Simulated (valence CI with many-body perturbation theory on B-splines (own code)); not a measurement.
Energy levels of W²⁺

Level of theory: valence CI with perturbative core correlation (CI+MBPT): four valence electrons over a frozen Dirac-Fock core [Xe] 4f14, a basis of 7 s, 7 p, 8 d, 6 f, 4 g, 1 h functions for each j, with the one-electron correlation potential Σ1, the two-electron term Σ2, the three-electron term Σ3, Breit, model QED; selected CI, second order for the rest, scaled by the run's own slope (own B-spline code, finite nucleus).

Against 9 measured levels this calculation errs by 356 cm⁻¹ on average and by 816 at most. These come from a selection out of NIST levels as listed in McCann et al., Mon. Not. R. Astron. Soc. 538, 537 (2025). Levels without a partner in it may be off by more, other configurations by 1,000 to 8,000 cm⁻¹. Among the levels kept, up to 390 cm⁻¹ of a level comes from second order outside the variational space, and about a tenth of that is noise between levels of different J, which matters for small intervals.

Levels 181 to 201 of 201, with energies above the lowest level, 5d4 5D_0. "Leading %" is the weight of the configuration and term that name the level; weights of strongly mixed levels are sums over their largest components and can fall short. Lifetimes count E1, E2, E3, M1 and M2 decay at the calculated energies, and are blank where another channel may lead or the interval is too uncertain; long ones can be off by a factor of two.

```
No.  Configuration  Term  J  E (eV)  Leading %    Second component  Lifetime
181         5d3 6p   1I°  6  11.686         51     37 % 5d3 6p 3H°    923 ps
182         5d3 6p   1G°  4  11.705         20     12 % 5d3 6p 3F°    903 ps
183         5d3 6p   3S°  1  11.725         28     20 % 5d3 6p 3P°    930 ps
184      5d2 6s 6p   5D°  0  11.739         85      4 % 5d3 6p 3P°   2.18 ns
185         5d3 6p   3G°  4  11.797         44  19 % 5d2 6s 6p 5D°    980 ps
186         5d3 6p   1D°  2  11.844         34   7 % 5d2 6s 6p 5S°    762 ps
187      5d2 6s 6p   5D°  3  11.844         48      7 % 5d3 6p 3G°    802 ps
188      5d2 6s 6p   5F°  5  11.901         42     29 % 5d3 6p 3G°   1.06 ns
189         5d3 6p   1P°  1  11.925         27     11 % 5d3 6p 3P°    979 ps
190         5d3 6p   1F°  3  11.935         28     14 % 5d3 6p 3F°    817 ps
191      5d2 6s 6p   5S°  2  11.955         26   8 % 5d2 6s 6p 5D°    874 ps
192      5d2 6s 6p   5D°  4  12.099         23  13 % 5d2 6s 6p 5F°    925 ps
193      5d2 6s 6p   5D°  1  12.103         39     21 % 5d3 6p 3D°   1.43 ns
194         5d3 6p   3F°  2  12.113         19  17 % 5d2 6s 6p 5S°    821 ps
195         5d3 6p   1F°  3  12.117         36  13 % 5d2 6s 6p 3G°   1.18 ns
196      5d2 6s 6p   5G°  6  12.139         93                       7.05 ns
197         5d3 6p   1G°  4  12.156         40     14 % 5d3 6p 3F°    826 ps
198         5d3 6p   3G°  5  12.164         55  25 % 5d2 6s 6p 5F°   1.02 ns
199      5d2 6s 6p   1F°  3  12.197         20     14 % 5d3 6p 3G°    919 ps
200      5d2 6s 6p   5D°  2  12.307         52     33 % 5d3 6p 3D°   1.47 ns
201      5d2 6s 6p   5P°  1  12.342         59     20 % 5d3 6p 3S°   1.49 ns
```

Names give the largest LS component (configuration and term), which can be under half, so a name can repeat, a term be missing and a line seem to break the LS rules; names also repeat where a configuration has a term twice.

Where two levels of one J and parity lie close, their mixing, g and order are uncertain.
